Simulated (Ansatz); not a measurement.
Spectroscopic constants of NiAs, multiplicity 4 (lowest of 2S+1 = 2, 4, 6 at PBE0/def2-TZVPP; our sources give no spin for the ground state, which may be another). No spin–orbit coupling. Ni is treated without relativity. As is treated without relativity.

Seven points along R, fitted to fifth degree in 1/R; most abundant isotopes. Runs in def2 and cc sets follow the lowest solution found near the PBE0 minimum.

Correlated levels freeze the inner cores; with def2 sets outer-core shells near the valence are correlated too.

The values were computed with Ansatz (Gaussian orbitals). 

Task: What bond length and harmonic frequency does PBE/def2-TZVPP give?

Result: r_e = 2.179 Å, ω_e = 299 cm⁻¹.

Task: What bond length and harmonic frequency does CAM-B3LYP/def2-TZVPP give?

Result: r_e = 2.231 Å, ω_e = 292 cm⁻¹.

Task: What bond length and harmonic frequency does B2PLYP/def2-TZVPP give?

Result: r_e = 2.217 Å, ω_e = 298 cm⁻¹.

Ansatz is a first-principles code.
